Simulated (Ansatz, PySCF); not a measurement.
Ways to break one bond of [C-]#[N+]CC:

A. [C-]#[N+]CC → [CH3] (CH3) + [C-]#[N+][CH2]
B. [C-]#[N+]CC → [C-]#[N+]C[CH2] + H atom
C. [C-]#[N+]CC → [C-]#[N+][CH]C + H atom

Quantity: bond dissociation energy (enthalpy at 298 K, with B3LYP-D3(BJ) rigid-rotor harmonic-oscillator terms from PySCF), kJ/mol. Each molecule is optimised on its own at B3LYP-D3(BJ)/def2-TZVP (Ansatz, an electronic-structure program), one conformer each, not searched for the lowest. Correlated levels leave the core frozen unless marked. Open shells are spin-unrestricted. Spin-orbit coupling is left out. Non-relativistic. CBS(X,Y): correlation extrapolated as X^-3; Hartree-Fock from the larger set. [CCSD(T)-MP2]/basis is that difference in the basis named.

```csv
,PBE/def2-TZVPD (Ansatz),r2SCAN0-D4/def2-TZVPD (Ansatz + dftd4),RI-MP2/aug-cc-pVQZ (Ansatz),"RI-MP2/CBS(aug-cc-pVTZ,aug-cc-pVQZ)+[CCSD(T)-MP2]/aug-cc-pVTZ (Ansatz)"
A,336.6,315.3,390.8,360.7
B,414.4,408.0,430.9,433.9
C,356.1,358.2,404.7,394.3
```
